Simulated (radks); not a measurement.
Q: The mean radii <r> (bohr) of the occupied orbitals of an atom or ion are listed with their occupations. Method: non-relativistic Kohn-Sham, PBE, spin-unpolarised, spherical densities, point nucleus; computed with a radial shooting solver on a logarithmic mesh with Libxc functionals.

orbital  occ.      <r>
1s          2  0.07360
2s          2   0.3457
2p          6   0.3082
3s          2    1.038
3p          5    1.091

Name the element and its charge.

A: Z = 21, scandium, charge +4: Sc4+ in [Ne] 3s2 3p5. The 1s radius gives Z: for a bare nucleus <r> = 1.5/Z, 0.07143 bohr for Z = 21, and screening makes it slightly larger (0.07360 here). The occupations add up to 17, and the charge is Z minus that.
